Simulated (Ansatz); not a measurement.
Consider the ligand exchange at the Hf–F bond: `[F][Hf]([F])([F])[F]` + ethylmethylamine → `CC[N](C)[Hf]([F])([F])[F]` + H–F.

Computed with Ansatz on PBE0-D4/def2-TZVP structures; ΔE is electronic, products minus reactants. CCSD(T)/CBS adds triple-zeta CCSD(T) − MP2 to the extrapolated MP2 energy (def2 sets, frozen cores). This one scheme is used for every species. DFT in def2-TZVPP. HSE06 is defined as in plane-wave codes. Elements past krypton have def2 core potentials. For Hf outer-core shells are correlated without core-valence functions, which leaves a few kJ/mol of doubt a bond. One conformer a species, not always the lowest.

| level | ΔE (kcal/mol) | difference from CCSD(T)/CBS |
| --- | --- | --- |
| LDA (SPW92) | 24.9 | 0.6 |
| PBE-D4 | 26.4 | 2.1 |
| PBE0-D4 | 26.2 | 1.9 |
| r2SCAN0-D4 | 27.1 | 2.8 |
| HSE06-D4 | 26.1 | 1.8 |
| CAM-B3LYP-D4 | 28.6 | 4.3 |
| ωB97X-V | 28.3 | 4.0 |
| B2PLYP | 27.8 | 3.5 |
| PBE | 28.4 | 4.1 |
| BLYP | 31.0 | 6.7 |
| CAM-B3LYP | 30.5 | 6.2 |
| LC-ωPBE | 30.4 | 6.1 |
| HF/def2-SVP | 32.3 | 8.0 |
| HF/def2-TZVPP | 32.5 | 8.2 |
| MP2/def2-QZVPP | 23.0 | -1.3 |
| HF/CBS(def2) | 33.2 | 8.9 |
| CCSD(T)/CBS | 24.3 | 0 |

Largest T1 diagnostic among the species: 0.016.

In def2-TZVPP, CCSD(T) changes the Hartree–Fock value by −8.8 kcal/mol (the triples alone add −1.2 kcal/mol) and MP2 by −10.2 kcal/mol. From BLYP to BHLYP (50 % exact exchange), in def2-TZVPP and without D4, ΔE moves by −0.7 kcal/mol.
